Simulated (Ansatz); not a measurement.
A run for Ansatz (an electronic-structure program): U-CCSD(T)/cc-pVTZ on FGaH2 (SMILES [F][GaH2]), a point of a bond scan (R = 1.401 Å). The run froze 15 orbitals, filled d shells among them.

Ansatz 0.2 input:
```yaml
crystal:
  periodic: [false, false, false]
  atoms:
    - {symbol: Ga, position_ang: [-0.15314797, -0.29827289, 0.09911006]}
    - {symbol: H, position_ang: [0.54607783, -0.98187767, 1.10180366]}
    - {symbol: H, position_ang: [-1.47626948, -0.60250567, -0.66151679]}
    - {symbol: F, position_ang: [0.62223187, 1.21186655, -0.40267879]}
basis:
  gaussian:
    orbitals: cc-pVTZ
correlation: {method: ccsd_t, electrons: outside_noble_gas}
scf: {omitted_lower_state_checks: [cluster_reference]}
magnetization: {spin_polarized: true, initial_magnetization: 0}
```

The log:

```
WARN ansatz: RAYON_NUM_THREADS=1 ignored (pool sized by the plan → 1); use --threads N
Functional definition: HF
these checks for a lower state are left out or cut short: cluster_reference
integrals: 0.18 GiB planned
619 factors; integrals over basis functions are off by at most 1.4e-3 eV
mean field: 0.27 GiB planned
mean field evaluation 1: about -55072.4403 eV, gradient 2.3e1 eV
mean field evaluation 2: about -55072.4432 eV, gradient 2.3e1 eV
mean field evaluation 4: about -55074.3881 eV, gradient 1.1e0 eV
mean field evaluation 8: about -55074.4025 eV, gradient 3.4e-4 eV
mean field -55074.40246009 eV, -2023.9469596374 hartree, gradient 9.8e-7 eV, S^2 0.000000; 0 other end points of the search recorded, 0 dependent functions left out
15 core orbitals not correlated, not the lowest: weight in the atoms' cores, before any rotation towards them, 0.965 or more for the frozen orbitals, at most 0.037 for the correlated occupied ones
reference -55074.40246009 eV, -2023.9469596374 hartree; 6, 6 occupied and 80, 80 virtual orbitals, 619 factors
second order -9.27526599 eV of doubles, -0.00000000 eV of singles
coupled cluster: 0.38 GiB planned
cycle   1  -9.29774572 eV  change   -2.2e-2 eV  update   7.5e-2
cycle   2  -9.52711161 eV  change   -2.3e-1 eV  update   2.5e-2
cycle   3  -9.60105034 eV  change   -7.4e-2 eV  update   1.3e-2
cycle   4  -9.59580873 eV  change    5.2e-3 eV  update   3.2e-3
cycle   5  -9.59404492 eV  change    1.8e-3 eV  update   1.6e-3
cycle   6  -9.59470002 eV  change   -6.6e-4 eV  update   5.1e-4
cycle   7  -9.59465110 eV  change    4.9e-5 eV  update   1.8e-4
cycle   8  -9.59460554 eV  change    4.6e-5 eV  update   5.6e-5
cycle   9  -9.59461867 eV  change   -1.3e-5 eV  update   2.1e-5
cycle  10  -9.59462362 eV  change   -5.0e-6 eV  update   6.6e-6
perturbative correction -0.25146975 eV, -0.0092413430 hartree
Total energy: -55084.24855346 eV, -2024.3087968950 hartree
Checks for a lower state left out: cluster_reference
```

Self-consistency was reached.

Cost: very roughly 7 core-seconds.
